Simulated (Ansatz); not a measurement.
Ansatz (a quantum-chemistry and plane-wave program) input file for Ta(OH)2 (H₂O₂Ta), SMILES [OH][Ta][OH] (connectivity only; charge and spin as stated), neutral, multiplicity 4, CAM-B3LYP/def2-TZVPD. Geometry: r2SCAN-D4/def2-TZVP. The spin state was assumed, not searched. The def2 effective core potentials stand for the cores of Ta; spin–orbit coupling is left out. Other conformers were not sampled.

Ansatz 0.2 input:
```yaml
crystal:
  periodic: [false, false, false]
  atoms:
    - {symbol: Ta, position_ang: [0.00000000, 0.00000000, 0.00000000]}
    - {symbol: O, position_ang: [0.00000000, 0.00000000, -1.89606129]}
    - {symbol: H, position_ang: [0.00000000, 0.00000000, -2.84992322]}
    - {symbol: O, position_ang: [0.00000000, 0.00000000, 1.89606129]}
    - {symbol: H, position_ang: [0.00000000, 0.00000000, 2.84992322]}
basis:
  gaussian:
    orbitals: def2-TZVPD
hamiltonian:
  xc: {name: CAM-B3LYP}
magnetization: {spin_polarized: true, initial_magnetization: 3}
```

Output:

```
WARN ansatz: RAYON_NUM_THREADS=1 ignored (pool sized by the plan → 1); use --threads N
Functional definition: CAM-B3LYP
integrals: 0.06 GiB planned
869 factors; their error is unknown
integrals: 0.09 GiB planned
284 factors; integrals over basis functions are off by at most 7.6e-5 eV
mean field: 0.74 GiB planned
mean field evaluation 1: about -5669.1962 eV, gradient 5.3e1 eV
mean field evaluation 2: about -5652.8608 eV, gradient 8.6e1 eV
mean field evaluation 4: about -5678.1575 eV, gradient 2.0e0 eV
mean field evaluation 8: about -5678.1823 eV, gradient 2.0e-2 eV
mean field evaluation 16: about -5678.1972 eV, gradient 1.0e-5 eV
mean field -5678.19717538 eV, -208.6698973750 hartree, gradient 2.9e-5 eV, S^2 3.755371; 0 other end points of the search recorded, 0 dependent functions left out
reference -5678.19729007 eV, -208.6699015897 hartree; 17, 14 occupied and 124, 127 virtual orbitals, 869 factors
Total energy: -5678.19729007 eV, -208.6699015897 hartree
```

The calculation finished and met its thresholds.

Cost: about 4 core-seconds (a rough figure).
